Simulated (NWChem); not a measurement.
System: diboron tetrafluoride (B2F4); SMILES FB(F)B(F)F

The following NWChem deck was run.

```
start job
memory heap 200 mb stack 900 mb global 1100 mb
geometry units angstroms noautoz
  F      0.793358    -0.793358     1.552834
  B      0.000000     0.000000     0.861218
  F     -0.793358     0.793358     1.552834
  B      0.000000     0.000000    -0.861218
  F     -0.793358    -0.793358    -1.552834
  F      0.793358     0.793358    -1.552834
end
basis spherical
  * library def2-tzvpd
end
dft
  xc xcamb88 1.00 lyp 0.81 vwn_5 0.19 hfexch 1.00
  cam 0.33 cam_alpha 0.19 cam_beta 0.46
  iterations 150
  semidirect filesize 400000000
  mulliken
end
task dft energy
```

All runs use the structure optimised with PBE0/def2-SVP.

What results follow from this input? (CAM-B3LYP/def2-TZVPD.) Quantities: energy (Ha); highest occupied level (eV); orbital gap (eV).


```json
{
  "energy (Ha)": "-449.39",
  "highest occupied level (eV)": "-11.62",
  "orbital gap (eV)": "11.77"
}
```
